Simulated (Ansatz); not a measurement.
This geometry of ClF3Ge + H2S (8 atoms, charge 0, multiplicity 1) is a first-order saddle point.

Computed with RKS PBE-D4/def2-SVP (Ansatz 0.2.0).

```xyz
8
Properties=species:S:1:pos:R:3
Ge 0.214 0.289 -0.013
F 0.110 -0.222 1.926
Cl 2.039 -0.256 -1.035
F -0.892 1.406 -0.773
F -0.734 -1.151 -0.274
S 1.167 2.124 1.310
H 2.417 1.585 1.217
H 0.603 0.821 2.130
```

(1) Which two structures does it join? (They come from a converged band through this point; their orientation in space is the band's.)

(2) How far does it lie above each of them?

Results:

(1) Bonds broken: Ge1–F2, S6–H8. Bonds formed: Ge1–S6, F2–H8. ClF3Ge + H2S becomes ClF2GeHS + FH.

First end point:

```xyz
8
Properties=species:S:1:pos:R:3
Ge 0.119 -0.231 -0.080
F 0.507 -0.715 1.542
Cl 1.741 -0.291 -1.455
F -0.852 1.207 -0.103
F -0.997 -1.457 -0.589
S 1.861 2.114 1.236
H 1.877 1.310 2.336
H 0.667 2.659 1.600
```

Last end point:

```xyz
8
Properties=species:S:1:pos:R:3
Ge 0.379 0.854 -0.376
F 1.143 -0.404 2.467
Cl 1.585 -0.553 -1.445
F -0.726 1.567 -1.507
F -0.657 -0.145 0.678
S 1.373 2.365 0.852
H 1.516 1.388 1.814
H 0.312 -0.475 2.004
```

(2) 70.8 kJ/mol above the first and 88.2 kJ/mol above the second. This is the barrier of this one path; another mechanism may lie lower. The orbitals stay closed-shell, which can raise the energy where a bond breaks towards radicals; this wasn't checked here.

Run time: 89 s on 4 threads of Arm Neoverse V2 (shared host), peak memory 0.19 GiB.
